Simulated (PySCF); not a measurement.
A structure optimised at PBE-D3(BJ)/def2-SVP, used in a PySCF frequency run:

```xyz
15

C     -3.2134     0.0796    -0.1287
C     -1.8847    -0.5064    -0.6239
Si    -0.3496     0.2312     0.2109
C      1.1967    -0.5802    -0.4938
C      2.4436    -0.2687    -0.1111
F      2.6895     0.6678     0.8264
H     -3.2671     1.1743    -0.3036
H     -4.0844    -0.3784    -0.6415
H     -3.3504    -0.0828     0.9606
H     -1.7748    -0.3578    -1.7209
H     -1.8576    -1.6071    -0.4646
H     -0.4207     0.0116     1.7013
H     -0.3070     1.7213    -0.0178
H      1.1166    -1.3616    -1.2681
H      3.3808    -0.7129    -0.4917
```
Charge 0, spin multiplicity 1.

Write its SMILES and formula.

CC[SiH2]/C=C\F, C4H9FSi

What are its rotational constants (standard atomic weights)?

9.6703, 1.0835, 0.99802 GHz
